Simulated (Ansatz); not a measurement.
Geometry optimisation, UKS B3LYP-D4/6-31G in Ansatz.

The input (input.yaml):

```yaml
crystal:
  periodic: [false, false, false]
  atoms:
    - { symbol: B, position_ang: [-0.8629, 2.1483, 1.3425] }
    - { symbol: C, position_ang: [-0.7943, 0.9823, 0.3088] }
    - { symbol: O, position_ang: [-0.277, -0.1195, 0.9706] }
    - { symbol: Si, position_ang: [-0.0029, -1.4232, -0.137] }
    - { symbol: C, position_ang: [1.5209, -1.2605, -1.1043] }
    - { symbol: H, position_ang: [0.0561, 2.6386, 1.8539] }
    - { symbol: H, position_ang: [-1.9397, 2.672, 1.5703] }
    - { symbol: H, position_ang: [-1.7745, 0.777, -0.0763] }
    - { symbol: H, position_ang: [-0.1279, 1.3366, -0.4813] }
    - { symbol: H, position_ang: [-1.209, -1.4736, -1.0471] }
    - { symbol: H, position_ang: [-0.0515, -2.6981, 0.6366] }
    - { symbol: H, position_ang: [1.5125, -0.31, -1.6654] }
    - { symbol: H, position_ang: [2.3216, -1.1903, -0.3925] }
    - { symbol: H, position_ang: [1.6158, -2.1088, -1.7499] }
magnetization:
  spin_polarized: true
basis:
  gaussian: { orbitals: "6-31G" }
hamiltonian:
  xc: b3lyp
  dispersion: d4
relax:
  f_tol: 0.02
  max_steps: 40
```

Command:

```bash
$ ansatz run input.yaml --threads 2 --pin off --max-ram 3072MiB --backend cpu --events-out ev --progress --plain --runs-dir out
```

Where does it end, and by what steps?

The forces met the threshold. Limits of this set-up: no polarisation functions. After 15 steps the energy has fallen by 0.685 eV; H6 moved furthest, 1.31 Å.

```tsv
step	energy less start (eV)	largest force component (eV/Å)	accepted
0	0.0000	2.800	yes
1	-0.4251	1.146	yes
2	-0.4927	0.726	yes
3	-0.5810	0.362	yes
4	-0.6263	0.262	yes
5	-0.6426	0.433	yes
6	-0.6693	0.069	yes
7	-0.6659	0.208	no
8	-0.6733	0.172	yes
9	-0.6785	0.066	yes
10	-0.6810	0.178	yes
11	-0.6829	0.104	yes
12	-0.6843	0.055	yes
13	-0.6848	0.059	yes
14	-0.6848	0.069	yes
15	-0.6852	0.017	yes
```

```xyz
14
Properties=species:S:1:pos:R:3
B -1.012 2.211 1.451
C -0.759 1.131 0.360
O -0.276 -0.126 0.909
Si 0.025 -1.533 -0.072
C 1.496 -1.289 -1.260
H -0.809 1.998 2.605
H -1.416 3.283 1.099
H -1.696 0.978 -0.215
H -0.043 1.543 -0.381
H -1.217 -1.860 -0.873
H 0.306 -2.626 0.912
H 1.314 -0.472 -1.967
H 2.409 -1.061 -0.700
H 1.666 -2.205 -1.838
```

Whether the end is a true minimum wasn't checked by a vibrational analysis.

The run took 97 s on 2 threads of Arm Neoverse N1 (shared host), peak memory 0.21 GiB.
